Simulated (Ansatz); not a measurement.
Cr(NH2)3 (CrN₃H₆), relaxed as a quartet with UKS r2SCAN-D4/def2-SVP in Ansatz, starting from the GFN2-xTB geometry. Force threshold 0.02 eV/Å.

Start:

```xyz
10

Cr   -0.001    0.000    0.000
N     1.328   -0.885    0.881
H     2.261   -0.534    1.085
H     1.280   -1.825    1.268
N    -1.181    1.033    0.927
H    -2.066    0.734    1.333
H    -1.082    2.022    1.145
N    -0.148   -0.148   -1.810
H    -0.681   -0.847   -2.322
H     0.289    0.451   -2.507
```

```csv
step,energy (eV),largest force component (eV/Å),SCF passes
1,-32980.1957,0.367,18
2,-32980.2070,0.258,25
3,-32980.2116,0.017,24
4,-32980.2117,0.002,16
5,-32980.2117,0.003,15
6,-32980.2117,0.004,15
7,-32980.2117,0.006,15
8,-32980.2118,0.008,24
9,-32980.2120,0.010,24
10,-32980.2123,0.013,23
11,-32980.2128,0.015,23
12,-32980.2155,0.090,21
13 (rejected),-32980.1399,0.922,25
14,-32980.2249,0.051,24
15,-32980.2272,0.247,24
16,-32980.2332,0.013,23
```

Force components are those of the run's own axes.

End:

Cartesian coordinates in Å:
```
Cr 0.000 0.000 0.000
N 1.336 -0.889 0.887
H 2.333 -0.694 0.803
H 1.200 -1.658 1.543
N -1.188 1.039 0.934
H -2.183 0.846 1.043
H -0.959 1.901 1.427
N -0.148 -0.149 -1.822
H -0.396 -1.000 -2.326
H 0.004 0.604 -2.490
```

By distances, no bond broke or formed. The bond that changes most is Cr1–N8, from 1.82 to 1.83 Å (atoms count from 1).

The force fell under the threshold at step 3, but the optimiser went on and released 0.022 eV more. No frequencies were taken in this run, so the end may be a saddle point.

Run time 25 s (4 threads of Intel Xeon 6975P-C on a shared host).
